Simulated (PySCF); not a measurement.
PBE on Ir⁻ (iridium, charge -1), [Xe] 4f14 5d8 6s2, high-spin 3F determinant. Calculation: PySCF 2.14, in aug-cc-pVTZ-PP with ECP60MDF; scalar relativity through the core potential.

```
cycle= 1 E= -104.513320833657  delta_E= -0.0203  |g|= 0.076  |ddm|= 0.552
cycle= 2 E= -104.505397513016  delta_E= 0.00792  |g|= 0.151  |ddm|= 0.154
cycle= 3 E= -104.515482149754  delta_E= -0.0101  |g|= 0.0106  |ddm|= 0.146
cycle= 4 E= -104.515569692442  delta_E= -8.75e-05  |g|= 0.00159  |ddm|= 0.0231
cycle= 5 E= -104.515571184815  delta_E= -1.49e-06  |g|= 0.000116  |ddm|= 0.00179
cycle= 6 E= -104.515571198381  delta_E= -1.36e-08  |g|= 1.61e-06  |ddm|= 0.000302
cycle= 7 E= -104.515571198383  delta_E= -2.2e-12  |g|= 1.87e-07  |ddm|= 3.31e-06
converged SCF energy = -104.515571198383  <S^2> = 2.0136314  2S+1 = 3.0090739
```

Highest occupied orbital energy: 1.385 eV; ⟨L²⟩ = 12.03; populations by l: s 4.00, p 6.00, d 8.00, f 0.00.

Task: Can this result be used?

Result: With care. Self-consistency was reached. Energies and moments cover only the electrons outside the core potential. Spin-orbit coupling, absent here, splits the open shell strongly. At PBE the highest occupied level has a positive energy, so only the finite basis holds that electron; in a semilocal or global hybrid functional this comes from self-interaction and does not mean that the real anion is unbound.
